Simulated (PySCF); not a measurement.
Working out the ionisation energy of Gd

Gd [Xe] 4f7 5d1 6s2 (9D) → Gd⁺ [Xe] 4f7 5d1 6s1 (10D). All numbers are calculated (PySCF 2.14, the spin-free X2C one-electron Hamiltonian (Gaussian nucleus), in ANO-RCC-VTZP). Frozen: [Ar] 3d10. Energies in hartree (1 hartree = 27.21139 eV):

```json
{"part": "UHF", "Gd (lower)": "-11266.334089", "Gd⁺ (upper)": "-11266.153011"}
{"part": "MP2 opposite-spin", "Gd (lower)": "-0.702917", "Gd⁺ (upper)": "-0.673286"}
{"part": "MP2 same-spin", "Gd (lower)": "-0.495011", "Gd⁺ (upper)": "-0.488272"}
```

**Question.** What does Hartree-Fock give?

**Answer.** (-11266.153011) − (-11266.334089) = 0.181078 hartree = 4.927 eV.

**Question.** What do MP2 and SCS-MP2 (6/5 opposite-spin, 1/3 same-spin) give?

**Answer.** The opposite-spin parts differ by 0.806 eV and the same-spin parts by 0.183 eV. MP2: 4.927 + (0.806) + (0.183) = 5.916 eV. SCS-MP2: 4.927 + 1.2 × (0.806) + (0.183)/3 = 5.955 eV.

Measured between the centres of the two terms (NIST): 6.163 eV, so MP2 (valence and next inner shell) is off by -0.247 eV.

What remains against the reference includes basis incompleteness, the frozen core and correlation beyond second order.
